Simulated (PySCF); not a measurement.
Calculation: ωB97X-D3(BJ)/def2-TZVP // PBE0-D3(BJ)/def2-TZVP in PySCF 2.14.0. Gas-phase values, no solvent. Delta-SCF ions had no search for a lower state. Excitations are Tamm–Dancoff values on a coarser integration grid. The basis has no diffuse functions, so Rydberg states are missing or too high.

Reference species (SMILES): `[C-]#[N+]C=C=C` (neutral, multiplicity 1).

```
Quantity                                   Value
--------------------------------------  --------
vertical ionisation energy (Delta-SCF)  10.14 eV
S1 excitation (TDA)                      5.72 eV
S1 oscillator strength                     0.001
T1 excitation (TDA)                      4.23 eV
```

Changed species: `[SiH3]C=C=C` (X = silyl; the reference has X = isocyano).

Problem. Predict the effect on the vertical ionisation energy (Delta-SCF), S1 excitation (TDA), S1 oscillator strength and T1 excitation (TDA).

Solution. the vertical ionisation energy (Delta-SCF) drops by 0.36 eV, to 9.78 eV; the S1 excitation (TDA) stays essentially unchanged; the S1 oscillator strength is nearly the same; the T1 excitation (TDA) rises by 0.51 eV, to 4.74 eV.
